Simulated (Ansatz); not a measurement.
Te4Pb2. Charge 0, multiplicity 1. Geometry PBE-D4/def2-SVP; atoms count from 1.

Cartesian coordinates in Å:
```
Pb -2.304 0.305 0.199
Pb 2.209 0.249 -0.709
Te -0.107 2.351 -0.269
Te -1.036 -2.020 1.409
Te 1.611 -1.323 1.669
Te -0.374 0.438 -2.298
```

In the def2 sets Pb, Te take a core potential; there is no spin–orbit coupling. Another isomer (singlet) lies 0.25 eV lower at PBE0-D4/def2-TZVP; other spin states weren't run for this one.

(1) Estimate the Mulliken populations from the PBE0/def2-TZVP orbitals of Ansatz.

(2) And the Mayer bond orders between heavy atoms (over 0.3)?

Answers

(1) 
```csv
atom,charge (e)
Pb1,0.43
Pb2,0.43
Te3,-0.20
Te4,-0.24
Te5,-0.24
Te6,-0.20
```
Mulliken values depend strongly on the basis.

(2) Pb1–Te3 0.71 (3.04 Å); Pb1–Te4 1.05 (2.91 Å); Pb1–Te6 0.54 (3.16 Å); Pb2–Te3 0.54 (3.16 Å); Pb2–Te5 1.05 (2.91 Å); Pb2–Te6 0.71 (3.04 Å); Te3–Te6 1.07 (2.80 Å); Te4–Te5 1.07 (2.75 Å).
